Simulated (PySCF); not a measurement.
Job for PySCF: R-MP2/6-31G* on CN2O2 (a complex).

```python
from pyscf import gto, scf, dft, mp
from pyscf.data.elements import chemcore

mol = gto.M(
    atom='''
    O    -0.52488894   -1.04135634   -0.27139764
    C    -0.01876504    0.00190099   -0.27380866
    O     0.48721427    1.04519097   -0.28300087
    N     0.02028671   -0.00283959    2.86884325
    N     0.03616433   -0.00290193    3.95933179
    ''',
    basis='6-31g*',
    cart=True,
    charge=0, spin=0, verbose=3, max_memory=1800)
mf = scf.RHF(mol)
mf.conv_tol = 1e-8
mf.max_cycle = 100
mf.kernel()
if not mf.converged:
    mf = mf.newton().run(mf.mo_coeff, mf.mo_occ)
pt = mp.MP2(mf, frozen=chemcore(mol)).run()
```

Program output:

```
converged SCF energy = -296.57687806799
E(RMP2) = -297.359295494805  E_corr = -0.78241742681444
E(SCS-RMP2) = -297.328573247007  E_corr = -0.751695179016712
```

The calculation finished and met its thresholds.

Cost: very roughly 0.5 core-seconds.
